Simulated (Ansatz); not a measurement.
A series of H-N bond dissociation energy values:

A. [SiH3]N[SiH2]O[SiH3] -> [SiH3][N][SiH2]O[SiH3] + H atom
B. CNB(C)C [N-dimethylboranylmethanamine] → C[N]B(C)C + H atom
C. F[SiH2]N[SiH3] → F[SiH2][N][SiH3] + H atom
D. NB(N)F → [NH]B(N)F + H atom
E. NB(F)F -> [NH]B(F)F + H atom

Quantity: bond dissociation energy (electronic energy difference), kJ/mol. Geometries: B3LYP-D3(BJ)/def2-TZVP minima from Ansatz (a program for electronic structure), one conformer each, not searched for the lowest. Valence correlation only, unless marked. Open shells are spin-unrestricted. No spin-orbit coupling. Non-relativistic. Basis-set limits of correlation are two-point, X^-3; Hartree-Fock from the larger set. [CCSD(T)-MP2]/basis is that difference in the basis named.

```csv
,BLYP-D4/def2-TZVPD (Ansatz + dftd4),PBE0-D4/def2-TZVP (Ansatz + dftd4),CCSD/STO-3G (Ansatz),"RI-MP2/CBS(cc-pV(T+d)Z,cc-pV(Q+d)Z)+[CCSD(T)-MP2]/cc-pV(T+d)Z (Ansatz)"
A,456.6,468.4,483.3,[?]
B,449.7,461.7,498.4,[?]
C,460.0,471.6,499.5,[?]
D,493.0,497.6,486.6,[?]
E,515.2,518.3,509.8,[?]
```

Some entries are withheld; supply them.


- A, RI-MP2/CBS(cc-pV(T+d)Z,cc-pV(Q+d)Z)+[CCSD(T)-MP2]/cc-pV(T+d)Z (Ansatz): 496.5
- B, RI-MP2/CBS(cc-pV(T+d)Z,cc-pV(Q+d)Z)+[CCSD(T)-MP2]/cc-pV(T+d)Z (Ansatz): 492.0
- C, RI-MP2/CBS(cc-pV(T+d)Z,cc-pV(Q+d)Z)+[CCSD(T)-MP2]/cc-pV(T+d)Z (Ansatz): 500.0
- D, RI-MP2/CBS(cc-pV(T+d)Z,cc-pV(Q+d)Z)+[CCSD(T)-MP2]/cc-pV(T+d)Z (Ansatz): 518.8
- E, RI-MP2/CBS(cc-pV(T+d)Z,cc-pV(Q+d)Z)+[CCSD(T)-MP2]/cc-pV(T+d)Z (Ansatz): 538.7
